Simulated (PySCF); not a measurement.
From results back to the method.

Compound: C₅H₆Ge.
Bonds: C1–C2 (triple), C2–Ge3, Ge3–C4, C4–C5 (triple), C5–C6. Hydrogens: H7 on C1; H8, H9 on Ge3; H10, H11, H12 on C6.

The closed-shell ground state was solved 4 times with PySCF (density fitting, gas phase), always with PBE0, in these basis sets: 6-31G, STO-3G, def2-SVP and def2-TZVP. Geometry: PBE0-D3(BJ)/def2-SVP; no solvent, vibrations or thermal averaging. Relativistic effects, spin–orbit coupling among them, are left out although an element past zinc is present.

```
row  total energy (Eh)  HOMO (eV)  LUMO (eV)  dipole (D)
  P         -2244.2948      -5.32       4.34        0.68
  Q         -2270.5785      -7.64       0.03        1.35
  R         -2270.1059      -7.59       0.16        1.33
  S         -2270.1133      -7.47       0.49        1.31
```

Which basis belongs to which row?

P = STO-3G, Q = def2-TZVP, R = def2-SVP, S = 6-31G. From the lowest total energy up: def2-TZVP (239 functions) 0 eV; 6-31G (84 functions) +12.66 eV; def2-SVP (132 functions) +12.86 eV; STO-3G (49 functions) +715.22 eV.
